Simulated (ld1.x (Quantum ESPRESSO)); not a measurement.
## Building the ultrasoft potential for Ni (PBE, scalar-relativistic).

Input for ld1.x (Quantum ESPRESSO) 7.5:

```
&input
   title='Ni', zed=28., rel=1, dft='PBE', iswitch=3,
   config='[Ar] 3d8 4s2 4p0',
   nld=3, rlderiv=2.60, eminld=-7.0, emaxld=5.0, deld=0.02
 /
 &inputp
   pseudotype=3, tm=.true., lloc=-1, rcloc=1.90,
   nlcc=.true., new_core_ps=.true., rcore=0.70,
   file_pseudopw='Ni.UPF', file_wfcaegen='ae.wfc', file_wfcncgen='nc.wfc', file_beta='beta', file_chi='chi', file_wfcusgen='us.wfc'
 /
6
4S  1  0   2.00   0.00  1.90  2.40  0.0
4S  1  0   0.00   2.45  1.90  2.40  0.0
3P  2  1   6.00   0.00  1.10  1.20  0.0
4P  3  1   0.00   0.00  1.10  1.20  0.0
3D  3  2   8.00   0.00  1.40  1.85  0.0
3D  3  2   0.00   0.20  1.40  1.85  0.0
 &test
   configts(1)='3p6 3d8 4s2 4p0'
 /
```

Command:

```bash
ld1.x < Ni.in > Ni.out
```

Output (shortened: banner, matrices, multipoles, cross overlaps and the repeated all-electron block are left out):

```
Program LD1 v.7.5
     --------------------------- All-electron run ----------------------------

     Ni
     scalar relativistic calculation

     atomic number is 28.00
     dft =PBE   lsd =0 sic =0 latt =0  beta=0.20 tr2=1.0E-14
     Exchange-correlation= PBE
                           (   1   4   3   4   0   0   0)
     mesh =1195 r(mesh) =  98.77016 a.u. xmin = -7.00 dx = 0.01250
     1 Ry =  13.60569312 eV, c = 137.03599908

     n l     nl                  e(Ry)          e(Ha)          e(eV)
     1 0     1S 1( 2.00)      -603.5861      -301.7930     -8212.2067
     2 0     2S 1( 2.00)       -72.1633       -36.0817      -981.8319
     2 1     2P 1( 6.00)       -62.0831       -31.0415      -844.6830
     3 0     3S 1( 2.00)        -8.1627        -4.0813      -111.0590
     3 1     3P 1( 6.00)        -5.2469        -2.6235       -71.3877
     3 2     3D 1( 8.00)        -0.6522        -0.3261        -8.8739
     4 0     4S 1( 2.00)        -0.4147        -0.2074        -5.6426
     4 1     4P 1( 0.00)        -0.0900        -0.0450        -1.2251

     final scf error:  5.8E-15 reached in  36 iterations

     Etot =   -3041.077413 Ry,   -1520.538706 Ha,  -41375.966038 eV

     Ekin =    3083.311555 Ry,    1541.655777 Ha,   41950.590818 eV
     Encl =   -7298.922555 Ry,   -3649.461277 Ha,  -99306.900411 eV
     Eh   =    1300.991314 Ry,     650.495657 Ha,   17700.888570 eV
     Exc  =    -126.457726 Ry,     -63.228863 Ha,   -1720.545015 eV

     normalization and overlap integrals

     s(1S/1S) =  1.000000  <r> =   0.0541  <r2> =    0.0039  r(max) =   0.0353
     s(2S/2S) =  1.000000  <r> =   0.2449  <r2> =    0.0708  r(max) =   0.2055
     s(2P/2P) =  1.000000  <r> =   0.2153  <r2> =    0.0569  r(max) =   0.1641
     s(3S/3S) =  1.000000  <r> =   0.7400  <r2> =    0.6327  r(max) =   0.6410
     s(3P/3P) =  1.000000  <r> =   0.7785  <r2> =    0.7159  r(max) =   0.6491
     s(3D/3D) =  1.000000  <r> =   1.0109  <r2> =    1.3884  r(max) =   0.6331
     s(4S/4S) =  1.000000  <r> =   2.8073  <r2> =    9.2343  r(max) =   2.2374
     s(4P/4P) =  1.000000  <r> =   4.3854  <r2> =   23.4935  r(max) =   3.1750

     ------------------------ End of All-electron run ------------------------

     --------------------- Generating US pseudopotential ---------------------

      Generating local potential from pseudized AE potential:
      Matching radius rcloc =   1.9000

      Local pseudo, rcloc= 1.902 Estimated cut-off energy=     6.79 Ry

      Computing core charge for nlcc:

       r > 0.71 : true rho core
      Core charge pseudized with two Bessel functions
      Integrated core pseudo-charge :   2.74

      Wfc   4S  rcut= 1.902  Using Troullier-Martins method
      Wfc-us  4S rcutus= 2.382  Estimated cut-off energy=     7.97 Ry

      Wfc   4S  rcut= 1.902  Using Troullier-Martins method
      Wfc-us  4S rcutus= 2.382  Estimated cut-off energy=    15.74 Ry

      Wfc   3P  rcut= 1.097  Using Troullier-Martins method
      Wfc-us  3P rcutus= 1.213  Estimated cut-off energy=    56.78 Ry

      Wfc   4P  rcut= 1.097  Using Troullier-Martins method
      Wfc-us  4P rcutus= 1.213  Estimated cut-off energy=   103.95 Ry

      Wfc   3D  rcut= 1.409  Using Troullier-Martins method
      Wfc-us  3D rcutus= 1.855  Estimated cut-off energy=    34.28 Ry

      Wfc   3D  rcut= 1.409  Using Troullier-Martins method
      Wfc-us  3D rcutus= 1.855  Estimated cut-off energy=    59.47 Ry

     ------------------- End of pseudopotential generation -------------------

     Computing logarithmic derivative in   2.61579
     Computing logarithmic derivative in   2.61579
     Computing the partial wave expansion
     R is outside the sphere for l=    0 j= 0.00
     R is outside the sphere for l=    0 j= 0.00
     R is outside the sphere for l=    1 j= 0.00
     R is outside the sphere for l=    1 j= 0.00
     R is outside the sphere for l=    2 j= 0.00
     R is outside the sphere for l=    2 j= 0.00

     ---------------------- Testing the pseudopotential ----------------------

     Ni
     scalar relativistic calculation

     atomic number is 28.00   valence charge is 16.00
     dft =PBE   lsd =0 sic =0 latt =0  beta=0.20 tr2=1.0E-14
     mesh =1195 r(mesh) =  98.77016 xmin = -7.00 dx = 0.01250

     n l     nl             e AE (Ry)        e PS (Ry)    De AE-PS (Ry)
     2 1     3P   1( 6.00)       -5.24690       -5.24690       -0.00000
     3 2     3D   1( 8.00)       -0.65222       -0.65222        0.00000
     1 0     4S   1( 2.00)       -0.41473       -0.41473        0.00000
     3 1     4P   1( 0.00)       -0.09004       -0.05619       -0.03385  !

     eps = 3.4E-17  iter =  6

     Etot =   -3041.077413 Ry,   -1520.538706 Ha,  -41375.966038 eV
     Etotps =  -255.448792 Ry,    -127.724396 Ha,   -3475.557874 eV

     Ekin =      55.989602 Ry,      27.994801 Ha,     761.777348 eV
     Encl =    -477.893509 Ry,    -238.946755 Ha,   -6502.072433 eV
     Ehrt =     220.097967 Ry,     110.048983 Ha,    2994.585392 eV
     Ecxc =     -35.092281 Ry,     -17.546141 Ha,    -477.454811 eV
     (Ecc =      -4.225765 Ry,      -2.112882 Ha,     -57.494457 eV)
     Epseu=     -18.550571 Ry,      -9.275285 Ha,    -252.393370 eV

     ---------------------- End of pseudopotential test ----------------------
```

Generation and configuration tests took about 4.7 s on one core of a shared server CPU.

Transferability test of the new file with ld1.x, input:

```
&input
   title='Ni', zed=28., rel=1, dft='PBE', iswitch=2,
   config='[Ar] 3d8 4s2 4p0'
 /
 &test
   file_pseudo='Ni.UPF', nconf=8,
   configts(1)='3p6 3d8 4s2 4p0',
   configts(2)='3p6 3d8 4s1 4p0',
   configts(3)='3p6 3d8 4s0 4p0',
   configts(4)='3p6 3d7 4s0 4p0',
   configts(5)='3p5 3d8 4s2 4p0',
   configts(6)='3p6 3d8 4s1.5 4p0',
   configts(7)='3p6 3d8 4s0 4p1',
   configts(8)='3p6 3d6 4s0 4p0'
 /
```

```bash
ld1.x < Ni.test.in > Ni.test.out
```

Pseudopotential blocks of its output, shortened (energy terms left out; the distinct warnings before each block abridged to one line each):

```
     ---------------------- Testing the pseudopotential ----------------------

     n l     nl             e AE (Ry)        e PS (Ry)    De AE-PS (Ry)
     2 1     3P   1( 6.00)       -5.24690       -5.24690       -0.00000
     3 2     3D   1( 8.00)       -0.65222       -0.65222        0.00000
     1 0     4S   1( 2.00)       -0.41473       -0.41473        0.00000
     3 1     4P   1( 0.00)       -0.09004       -0.05619       -0.03385  !

     eps = 3.3E-18  iter =  6

     Etot =   -3041.077413 Ry,   -1520.538706 Ha,  -41375.966038 eV
     Etotps =  -255.448792 Ry,    -127.724396 Ha,   -3475.557874 eV

     ---------------------- End of pseudopotential test ----------------------

          Warning: n=2, l=1 expected 0 nodes, found 1
     ---------------------- Testing the pseudopotential ----------------------

     n l     nl             e AE (Ry)        e PS (Ry)    De AE-PS (Ry)
     2 1     3P   1( 6.00)       -5.91742       -5.91587       -0.00154
     3 2     3D   1( 8.00)       -1.31740       -1.31818        0.00078
     1 0     4S   1( 1.00)       -0.96899       -0.97032        0.00133
     3 1     4P   1( 0.00)       -0.55731       -0.48433       -0.07298  !

     eps = 4.9E-15  iter = 15

     Etot =   -3040.392221 Ry,   -1520.196111 Ha,  -41366.643535 eV
     Etotps =  -254.763036 Ry,    -127.381518 Ha,   -3466.227689 eV
     dEtot_ae =       0.685191 Ry
     dEtot_ps =       0.685756 Ry,   Delta E=      -0.000565 Ry

     ---------------------- End of pseudopotential test ----------------------

          ---------------------- Testing the pseudopotential ----------------------

     n l     nl             e AE (Ry)        e PS (Ry)    De AE-PS (Ry)
     2 1     3P   1( 6.00)       -6.69549       -6.69363       -0.00186
     3 2     3D   1( 8.00)       -2.08483       -2.08895        0.00412
     1 0     4S   1( 0.00)       -1.59120       -1.59658        0.00538  !
     3 1     4P   1( 0.00)       -1.10409       -0.98944       -0.11465  !

     eps = 9.2E-15  iter = 12

     Etot =   -3039.116953 Ry,   -1519.558476 Ha,  -41349.292622 eV
     Etotps =  -253.484581 Ry,    -126.742290 Ha,   -3448.833418 eV
     dEtot_ae =       1.960460 Ry
     dEtot_ps =       1.964211 Ry,   Delta E=      -0.003751 Ry

     ---------------------- End of pseudopotential test ----------------------

          BEWARE! Errors in PS-KS equations
     Warning: n=1, l=0 expected 0 nodes, found 4
     Warning: n=3, l=1 expected 1 nodes, found 3
     Warning: n=3, l=2 expected 0 nodes, found 1
     ---------------------- Testing the pseudopotential ----------------------

     n l     nl             e AE (Ry)        e PS (Ry)    De AE-PS (Ry)
     2 1     3P   1( 6.00)       -8.13681       -0.46721       -7.66960  !
     3 2     3D   1( 7.00)       -3.45909       -3.45909        0.00000
     1 0     4S   1( 0.00)       -2.46040       -2.46040        0.00000
     3 1     4P   1( 0.00)       -1.87049       -1.87049        0.00000

     eps = 2.3E-17  iter = 19

     Etot =   -3036.363194 Ry,   -1518.181597 Ha,  -41311.825830 eV
     Etotps =   -31.242620 Ry,     -15.621310 Ha,    -425.077507 eV
     dEtot_ae =       4.714218 Ry
     dEtot_ps =     224.206172 Ry,   Delta E=    -219.491953 Ry

     ---------------------- End of pseudopotential test ----------------------

          ---------------------- Testing the pseudopotential ----------------------

     n l     nl             e AE (Ry)        e PS (Ry)    De AE-PS (Ry)
     2 1     3P   1( 5.00)       -6.49249       -6.50443        0.01194  !
     3 2     3D   1( 8.00)       -1.82240       -1.83613        0.01373  !
     1 0     4S   1( 2.00)       -1.10930       -1.10767       -0.00163
     3 1     4P   1( 0.00)       -0.64713       -0.54943       -0.09770  !

     eps = 5.2E-15  iter = 16

     Etot =   -3035.232496 Ry,   -1517.616248 Ha,  -41296.441893 eV
     Etotps =  -249.594055 Ry,    -124.797028 Ha,   -3395.900124 eV
     dEtot_ae =       5.844917 Ry
     dEtot_ps =       5.854737 Ry,   Delta E=      -0.009820 Ry

     ---------------------- End of pseudopotential test ----------------------

          ---------------------- Testing the pseudopotential ----------------------

     n l     nl             e AE (Ry)        e PS (Ry)    De AE-PS (Ry)
     2 1     3P   1( 6.00)       -5.56705       -5.56621       -0.00084
     3 2     3D   1( 8.00)       -0.97032       -0.97046        0.00015
     1 0     4S   1( 1.50)       -0.68198       -0.68240        0.00042
     3 1     4P   1( 0.00)       -0.31049       -0.25645       -0.05404  !

     eps = 5.1E-15  iter = 11

     Etot =   -3040.804182 Ry,   -1520.402091 Ha,  -41372.248545 eV
     Etotps =  -255.175443 Ry,    -127.587721 Ha,   -3471.838767 eV
     dEtot_ae =       0.273231 Ry
     dEtot_ps =       0.273349 Ry,   Delta E=      -0.000119 Ry

     ---------------------- End of pseudopotential test ----------------------

          ---------------------- Testing the pseudopotential ----------------------

     n l     nl             e AE (Ry)        e PS (Ry)    De AE-PS (Ry)
     2 1     3P   1( 6.00)       -6.03947       -6.09575        0.05628  !
     3 2     3D   1( 8.00)       -1.43468       -1.49488        0.06020  !
     1 0     4S   1( 0.00)       -1.04178       -1.08137        0.03958  !
     3 1     4P   1( 1.00)       -0.61777       -0.56822       -0.04955  !

     eps = 7.4E-15  iter = 24

     Etot =   -3039.974426 Ry,   -1519.987213 Ha,  -41360.959135 eV
     Etotps =  -254.263708 Ry,    -127.131854 Ha,   -3459.433986 eV
     dEtot_ae =       1.102987 Ry
     dEtot_ps =       1.185084 Ry,   Delta E=      -0.082097 Ry

     ---------------------- End of pseudopotential test ----------------------

          BEWARE! Errors in PS-KS equations
     ---------------------- Testing the pseudopotential ----------------------

     n l     nl             e AE (Ry)        e PS (Ry)    De AE-PS (Ry)
     2 1     3P   1( 6.00)       -9.77000       -3.78873       -5.98126  !
     3 2     3D   1( 6.00)       -5.03277       -5.03277        0.00000
     1 0     4S   1( 0.00)       -3.43415       -3.43415        0.00000
     3 1     4P   1( 0.00)       -2.75178       -2.75178        0.00000

     eps = 1.8E-15  iter = 24

     Etot =   -3032.132874 Ry,   -1516.066437 Ha,  -41254.269391 eV
     Etotps =   -57.154784 Ry,     -28.577392 Ha,    -777.630448 eV
     dEtot_ae =       8.944539 Ry
     dEtot_ps =     198.294008 Ry,   Delta E=    -189.349470 Ry

     ---------------------- End of pseudopotential test ----------------------
```
